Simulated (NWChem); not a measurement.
Total energies of trisilane (H$_{8}$Si$_{3}$)

```
Si
H 1 1.4957
H 1 1.4957 2 107.87
Si 1 2.3589 2 109.28 3 -118.69
H 4 1.4930 1 110.81 2 58.64
H 4 1.4932 5 108.71 1 -121.02
H 4 1.4932 5 108.70 6 -117.95
Si 1 2.3589 2 109.27 3 118.69
H 8 1.4930 1 110.81 2 -59.17
H 8 1.4932 9 108.71 1 -121.02
H 8 1.4932 9 108.70 10 -117.95
```
Charge 0, spin multiplicity 1.

Program: NWChem. The geometry was optimised at B3LYP/def2-SVP, a minimum by its harmonic frequencies.

Basis set: cc-pVDZ (94 functions).

```csv
method,total energy (Ha),relative cost
RHF,-871.43661,1
MP2,-871.75042,4
B2PLYP,-872.85828,4
PBE,-872.78653,under 3
B3LYP,-873.32627,under 3
BHandHLYP,-873.25481,under 3
CCSD(T),-871.83219,60
```

Total energies of different functionals aren't comparable as a measure of quality: only differences taken within one method are. Costs are rough ratios of processor time within this set of runs, SCF included, with RHF as 1.

The correlated methods keep 15 core orbitals frozen. B3LYP has NWChem's definition, with VWN1-RPA local correlation. Coupled-cluster values serve here as a point of comparison, not as the truth.
